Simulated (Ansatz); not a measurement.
`[AlH2][BH][Al]([Cl])[Br]` + NH₃ → `[NH2][Al]([Cl])[Br]` + `[BH2][AlH2]` at 400 K and 1 bar (cleavage of the Al–B bond).

Calculated with Ansatz (gas phase, PBE0-D4/def2-TZVP geometries, no zero-point term in ΔE). CBS: MP2 limit from def2 TZ/QZ plus the TZ coupled-cluster correction, frozen cores. This one scheme is used for every species. For Br outer-core shells are correlated without core-valence functions, which leaves a few kJ/mol of doubt a bond. Scalar relativity is left out up to krypton. Each species was taken in one conformer, which may not be the lowest.

```json
{"species": "`[AlH2][BH][Al]([Cl])[Br]`", "CCSD(T)/CBS energy (Eh)": "-3543.80544", "H − E (kJ/mol)": "111.9", "S (J/(mol·K))": "453.3"}
{"species": "NH₃", "CCSD(T)/CBS energy (Eh)": "-56.50880", "H − E (kJ/mol)": "104.2", "S (J/(mol·K))": "203.1"}
{"species": "`[NH2][Al]([Cl])[Br]`", "CCSD(T)/CBS energy (Eh)": "-3331.20678", "H − E (kJ/mol)": "103.2", "S (J/(mol·K))": "367.2"}
{"species": "`[BH2][AlH2]`", "CCSD(T)/CBS energy (Eh)": "-269.14094", "H − E (kJ/mol)": "105.2", "S (J/(mol·K))": "282.1"}
```

H − E and S are ideal-gas, rigid-rotor, harmonic terms from PBE0-D4/def2-TZVP, for one conformer and one mirror image of each species. 1 Eh = 2625.50 kJ/mol, R = 8.31446 J/(mol·K).

By hand: ΔE, ΔH, ΔS and ΔG.

ΔE = (-3331.20678) + (-269.14094) − (-3543.80544) − (-56.50880) = -0.03348 Eh = -87.9 kJ/mol. Δ(H − E) = 103.2 + 105.2 − 111.9 − 104.2 = -7.7, so ΔH = -95.6 kJ/mol. ΔS = 367.2 + 282.1 − 453.3 − 203.1 = -7.1 J/(mol·K). ΔG = -95.6 − 400 × (-7.1)/1000 = -92.8 kJ/mol.

By hand: the equilibrium constant, and the temperature at which ΔG would vanish if ΔH and ΔS stayed fixed.

log₁₀ K = −ΔG/(RT ln 10) = 12.1. ΔG = 0 at ΔH/ΔS = 13465 K, far beyond where these terms or the molecules hold.

The number of gas molecules stays the same, so ΔS is small and ΔH decides. A doubt of 5 kJ/mol in ΔE shifts log₁₀ K by 0.7 here. Other conformers and mirror images would add mixing entropy, several J/(mol·K) or more a flexible species. Modes under 60 cm⁻¹, often nearly free rotors, make the harmonic entropy too high. These are equilibria of isolated gas molecules and say nothing of rates. Largest T1 diagnostic: 0.010 (customary marks: 0.02 for closed shells, 0.045 for open ones).
